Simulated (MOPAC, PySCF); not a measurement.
C2H4N2, SMILES `[H]/N=C\C=N/[H]` (N–C–C–N torsion 180°), neutral singlet in the gas phase. 

Cartesian coordinates (Å):
SMILES: [H]/N=C\C=N/[H]
```xyz
8

N      1.7710    -0.2933     0.4807
C      0.5203    -0.4945     0.4846
C     -0.5203     0.4945     0.1227
N     -1.7710     0.2933     0.1264
H      1.9904     0.6635     0.1888
H      0.1546    -1.4823     0.7793
H     -0.1546     1.4823    -0.1719
H     -1.9904    -0.6636     0.4181
```
Charge 0, spin multiplicity 1.

All levels are single points at this geometry (B3LYP-D3(BJ)/def2-TZVP); Pople sets use spherical d functions. Orbital energies aren't observables, and empty levels follow the basis.

```tsv
level	HOMO (eV)	LUMO (eV)	gap (eV)	dipole (D)	vertical IE, Delta-SCF (eV)
B3LYP-D3(BJ)/def2-TZVP in PySCF	-7.58	-2.30	5.29	0.00	–
PBE-D3(BJ)/def2-TZVP in PySCF	-6.25	-3.11	3.15	0.00	–
B3LYP/3-21G in PySCF	-6.76	-1.74	5.02	0.00	–
B3LYP/6-311+G** in PySCF	-7.65	-2.40	5.25	0.00	–
B3LYP/6-31G* in PySCF	-7.24	-1.92	5.32	0.00	9.90
BP86/6-31G* in PySCF	-6.02	-2.86	3.17	0.00	–
M06-2X/6-31G* in PySCF	-9.00	-0.71	8.29	0.00	–
PBE/6-31G* in PySCF	-5.89	-2.75	3.14	0.00	9.41
SVWN5/6-31G* in PySCF	-5.96	-2.98	2.99	0.00	9.53
HF/6-31G* in PySCF	-11.49	2.37	13.86	0.00	–
HF/STO-3G in PySCF	-9.36	5.59	14.95	0.00	–
AM1 in MOPAC	-10.63	-0.04	10.59	0.00	–
PM3 in MOPAC	-10.28	-0.29	9.99	0.00	–
```
